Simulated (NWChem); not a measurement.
System: CHBFNO; SMILES O=C=NBF

The following NWChem deck was run.

```
start job
memory heap 200 mb stack 900 mb global 1100 mb
geometry units angstroms noautoz
  B     -0.452350    -1.322339     0.000000
  F      0.441140    -2.308432     0.000000
  H     -1.635524    -1.596253     0.000000
  N      0.017747     0.018427     0.000000
  C     -0.046254     1.230745     0.000000
  O     -0.038337     2.408254     0.000000
end
basis spherical
  * library def2-svp
end
dft
  xc xctpssh
  iterations 150
  mulliken
end
task dft energy
```

Geometry: optimised at PBE-D3(BJ)/def2-SVP.

Q: What results follow from this input? (TPSSh/def2-SVP.) Quantities: energy (Ha); highest occupied level (eV); orbital gap (eV); dipole (D).

A: The energy (Ha) is -293.26. The highest occupied level (eV) comes out as -8.26, the orbital gap (eV) is 6.50 and the dipole (D) is 0.78.
